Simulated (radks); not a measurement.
Coulomb parameter of the 4d shell of the niobium ion Nb+ in the model configuration [Kr] 4d2.5 5s1.5, as a second difference U = [E(n + 0.25) + E(n - 0.25) - 2 E(n)] / (0.25)^2 with all orbitals relaxed. "Bare": the charge of the atom changes with n. "Screened": the 5s shell takes up the change at fixed total charge, which measures U(4d,4d) + U(5s,5s) - 2 U(4d,5s). Method: scalar-relativistic Kohn-Sham, PBEsol, spin-unpolarised, spherical densities, finite nucleus; Fermi nuclear charge, rms radius 4.324 fm; computed with a radial shooting solver on a logarithmic mesh with Libxc functionals.

| case | configuration | E - E(n) (eV) |
|---|---|---|
| start | [Kr] 4d2.5 5s1.5 | 0.000 |
| bare +0.25 | [Kr] 4d2.75 5s1.5 | -2.842 |
| bare -0.25 | [Kr] 4d2.25 5s1.5 | 3.457 |
| screened +0.25 | [Kr] 4d2.75 5s1.25 | -0.329 |
| screened -0.25 | [Kr] 4d2.25 5s1.75 | 0.404 |

U(bare) = 9.826 eV, U(screened by 5s) = 1.199 eV, against the Slater integral F0(4d,4d) = 13.081 eV with frozen orbitals.
